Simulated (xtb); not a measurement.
xtb input (GFN2-xTB):

```bash
xtb mol.xyz --gfn 2 --ohess tight --chrg 1 --uhf 0
```
mol.xyz:
```
13

C      2.34319177     0.56893506    -0.11312028
Si     0.93142038    -0.62739152    -0.38927744
B     -0.90641879     0.16073633     0.05791693
O     -1.43912750     1.36311161    -0.09748826
O     -1.90042167    -0.71004097     0.76740002
H      2.37323525     0.86681688     0.93022828
H      3.26561175     0.03955499    -0.28491826
H      2.23812336     1.42386965    -0.79424843
H      1.02364251    -1.81142411     0.55167267
H      0.79222363    -1.09935506    -1.79069276
H     -0.97990281     2.08644008    -0.53276275
H     -1.68828099    -1.60281418     1.10241493
H     -2.81467896    -0.34191727     0.99510418
```

End of the output:

```
         :::::::::::::::::::::::::::::::::::::::::::::::::::::
         :: total free energy         -16.855279385764 Eh   ::
         ::.................................................::
         :: total energy              -16.916113161398 Eh   ::
         :: zero point energy           0.093764332048 Eh   ::
         :: G(RRHO) w/o ZPVE           -0.032930556414 Eh   ::
         :: G(RRHO) contrib.            0.060833775633 Eh   ::
         :::::::::::::::::::::::::::::::::::::::::::::::::::::
Note: The following floating-point exceptions are signalling: IEEE_UNDERFLOW_FLAG IEEE_DENORMAL
normal termination of xtb
imag cut-off (cm-1) :    5.00
 found            1  significant imaginary frequency
 writing imag mode distorted coords to xtbhess.xyz
 for further optimization.

optimized geometry written to: xtbopt.xyz

           -------------------------------------------------
          | TOTAL ENERGY              -16.916113161398 Eh   |
          | TOTAL ENTHALPY            -16.812480203350 Eh   |
          | TOTAL FREE ENERGY         -16.855279385764 Eh   |
          | GRADIENT NORM               0.000146355939 Eh/α |
          | HOMO-LUMO GAP               3.822171259121 eV   |
           -------------------------------------------------

------------------------------------------------------------------------
------------------------------------------------------------------------
 total:
 SCF:
 ANC optimizer:
 analytical hessian:
```

It need not be the lowest isomer of its formula.
